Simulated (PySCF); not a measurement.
Spectra and structures to be paired. The calculation used TDDFT CAM-B3LYP/def2-SVPD, vertical, gas phase, core orbitals frozen in the response (PySCF 2.14.0, density-fitted response routines). Geometries: GFN2-xTB; one conformer of each isolated species. Triplets are in the Tamm–Dancoff approximation.

A. `FC(F)[SiH2]O[SiH2]O[SiH3]`
B. `FC(F)C(F)(F)C(F)(F)F`
C. `C[C@@H]1C[C@@H](F)S1`
D. `C=CC1C[SiH2]C1`
E. `C1C[SiH]1CC=C`

Lowest singlet levels (six at most, fewer where fewer were computed) with oscillator strengths:

1. 169 nm (f 0.005); 165 nm (f 0.013); 161 nm (f 0.008); 158 nm (f 0.001); 154 nm (f 0.028); 150 nm (f 0.002); T1 6.87 eV
2. 257 nm (f 0.001); 188 nm (f 0.036); 180 nm (f 0.043); 177 nm (f 0.021); 175 nm (f 0.036); 160 nm (f 0.009); T1 4.35 eV
3. 195 nm (f 0.322); 190 nm (f 0.025); 183 nm (f 0.021); 182 nm (f 0.106); 177 nm (f 0.002); 176 nm (f 0.019); T1 4.35 eV
4. 130 nm (f 0.001); 127 nm (f 0.066); 120 nm (f 0.014); 112 nm (f 0.093); 111 nm (f 0.003); 108 nm (f 0.003); T1 8.99 eV
5. 178 nm (f 0.009); 172 nm (f 0.541); 170 nm (f 0.033); 170 nm (f 0.057); 164 nm (f 0.019); 163 nm (f 0.011); T1 4.50 eV

Question: Match each spectrum to its molecule.

Answer: 1 = A, 2 = C, 3 = E, 4 = B, 5 = D.
- A: S1 at 7.33 eV, HOMO→LUMO (40%), HOMO→LUMO+1 (37%); Löwdin shares by element: HOMO carbon 20%, silicon 14% or more, oxygen 14% or more, fluorine 12% or more (atoms not listed hold the other 39%); LUMO silicon 51%, hydrogen 6% or more (atoms not listed hold the other 43%); HOMO -9.96 and LUMO 0.67 eV.
- B: S1 at 9.51 eV, HOMO→LUMO+1 (87%), HOMO→LUMO+7 (8%); Löwdin shares by element: HOMO carbon 30% or more, fluorine 27% or more (atoms not listed hold the other 43%); LUMO carbon 27% or more, fluorine 22% or more, hydrogen 21% (atoms not listed hold the other 30%); HOMO -12.03 and LUMO 1.15 eV.
- C: S1 at 4.82 eV, HOMO→LUMO (88%); Löwdin shares by element: HOMO sulfur 71%, carbon 17% or more; LUMO sulfur 57%, carbon 22% or more (atoms not listed hold the other 22%); HOMO -8.25 and LUMO 0.66 eV.
- D: S1 at 6.96 eV, HOMO-2→LUMO (92%); Löwdin shares by element: HOMO carbon 81% or more (atoms not listed hold the other 19%); LUMO silicon 26%, carbon 19% or more, hydrogen 10% or more (atoms not listed hold the other 46%); HOMO -8.67 and LUMO 0.97 eV; point group Cs.
- E: S1 at 6.35 eV, HOMO→LUMO (88%); Löwdin shares by element: HOMO carbon 50% or more, silicon 27% (atoms not listed hold the other 23%); LUMO carbon 49% or more, silicon 15% (atoms not listed hold the other 37%); HOMO -7.97 and LUMO 1.03 eV.
